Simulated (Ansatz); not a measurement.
Mulliken charges of CH$_{6}$InNSi (`N=[C]([SiH3])[InH2]`) from r2SCAN/def2-TZVPP in Ansatz (PBE0-D4/def2-TZVP geometry).

```csv
atom,x (Å),y (Å),z (Å),charge (e)
N1,-0.438,-0.460,-1.690,-0.249
C2,-0.125,-0.161,-0.492,-0.233
Si3,0.346,-1.552,0.691,0.325
In4,-0.146,1.954,0.146,0.486
H5,-0.678,0.360,-2.258,0.164
H6,0.296,-2.895,0.059,-0.064
H7,-0.583,-1.492,1.854,-0.074
H8,1.716,-1.269,1.202,-0.074
H9,0.236,2.589,1.700,-0.127
H10,-0.625,2.926,-1.211,-0.153
```

Question: By hand: the dipole of these point charges (1 e Å = 4.8032 D).

Answer: Σ q r = (0.031, 0.269, 0.200) e Å, of length 0.337 e Å = 1.62 D.

Question: How does the dipole of the full density compare? (An estimate is asked.)

Answer: Computed: (0.015, 0.253, 0.137) e Å, 1.38 D; the point charges give 1.17 times that, at 8° from its direction.

Point charges leave out the atoms' own dipoles, such as those of lone pairs, and Mulliken's split depends on the basis, so the two needn't agree.
